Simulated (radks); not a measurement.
Question: Neutral hydrogen, 1s1. All-electron calculation, non-relativistic Kohn-Sham, PBE, spin-polarised, spherical densities, point nucleus. Program: a radial shooting solver on a logarithmic mesh with Libxc functionals. Every spin shell is full or empty, so the densities are truly spherical. Functionals are evaluated on that one density, not self-consistently. Rank these orbital-free kinetic functionals by their error against the exact value of the orbitals, and give that value: Thomas-Fermi, von Weizsacker, TF + vW/9, TF + vW/5, LC94, Perdew 92, Thakkar, Pearson, PG1.

Answer: Exact: 0.494812 hartree. From best to worst, with 100 (|E| - |E exact|)/|E exact| (equal figures are ties): von Weizsacker 0.00, LC94 +1.69, Thakkar +1.92, TF + vW/9 +2.12, Perdew 92 +2.14, Pearson -2.89, Thomas-Fermi -8.99, TF + vW/5 +11.01, PG1 +54.24.
